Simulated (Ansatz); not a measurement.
Reaction (redistribution): `[SiH3]S[CH2][GeH3]` + `C=N[SiH2]C` → `C[SiH2][GeH3]` + `C=NCS[SiH3]`

Gas-phase electronic energies from Ansatz, PBE0-D4/def2-TZVP geometries. CCSD(T)/CBS is the MP2 limit (def2-TZVPP, def2-QZVPP) plus CCSD(T) − MP2 in def2-TZVPP, frozen cores. DFT in def2-TZVPP. For Ge outer-core shells are correlated without core-valence functions, which leaves a few kJ/mol of doubt a bond. Scalar relativity is left out up to krypton. One conformer a species, not always the lowest.

CCSD(T)/CBS gives +56.0 kJ/mol.

Problem. Another level gave +53.5 kJ/mol. Which?
A. RPA@PBE/def2-TZVPP
B. PBE0-D4/def2-TZVPP
C. BHLYP/def2-TZVPP
D. r2SCANh-D4/def2-TZVPP

Solution. A. RPA@PBE/def2-TZVPP 53.5, r2SCANh-D4 47.7, BHLYP 57.7, PBE0-D4 40.3 kJ/mol.

Largest T1 diagnostic among the species: 0.012.

From PBE to PBE0 (25 % exact exchange), in def2-TZVPP and without D4, ΔE moves by +5.7 kJ/mol. Leaving LDA and LC-ωPBE aside and taking each functional with its dispersion term where it has one, the values, not all of them listed here, spread over 21.7 kJ/mol, from PBE-D4 to BHLYP-D4. LDA lies −7.1 kJ/mol from PBE without D4. In def2-TZVPP, CCSD(T) changes the Hartree–Fock value by −14.5 kJ/mol (the triples alone add −2.3 kJ/mol) and MP2 by −6.8 kJ/mol.
